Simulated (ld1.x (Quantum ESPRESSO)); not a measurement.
Transferability test, RRKJ potential for selenium (Se)

| Item | Value |
| --- | --- |
| Element | selenium (Se) |
| Generator | ld1.x (Quantum ESPRESSO) 7.5 |
| Type | norm-conserving RRKJ (Kleinman–Bylander form) |
| Functional | PBE |
| Relativity | fully relativistic |
| Frozen core | [Ar] 3d10 |
| Valence charge | 6 |
| Reference configuration | 4s2 4p3.75 (charge +0.25) |
| Partial waves | 4p (bound): rc 1.95 bohr; 4d channel at 0.05 Ry: rc 1.55 bohr; 4s (bound): rc 1.65 bohr |
| Local potential | the s channel |
| Core correction | none |

Open shells are filled in proportion to 2j + 1 (rel_dist='average').

Energies are relative to the spin-unpolarised reference configuration 4s2 4p3.75; without spin polarisation the order of configurations can differ from experiment.

```csv
valence configuration,charge,ΔE all-electron (eV),error AE − PS (meV)
4s2 4p4,0,-1.888,-0.3
4s2 4p3,+1,8.961,-4.0
4s2 4p2,+2,29.314,-22
4s2 4p3.5,+0.5,2.423,-0.4
4s1 4p4,+1,20.490,-7.9
4s1 4p5,0,8.986,+0.8
```

(1) What are ΔE and the potential's error for 4s2 4p1?

Levels in the configuration 4s2 4p3.5:

```
   level  all-electron (eV)  pseudo (eV)
4s j=1/2            -21.891      -21.896
4p j=1/2            -11.065      -11.068
4p j=3/2            -10.657      -10.660
```

Note: ghost states, extra bound levels that the all-electron valence spectrum of the same l lacks: p1/2 at -447.9 eV, d3/2 at -157.3 eV, d5/2 at -155.8 eV. A true bound ghost makes a file unfit for plane-wave use.

Answers

(1) ΔE = 60.188 eV all-electron; the error (AE − PS) is -37 meV.
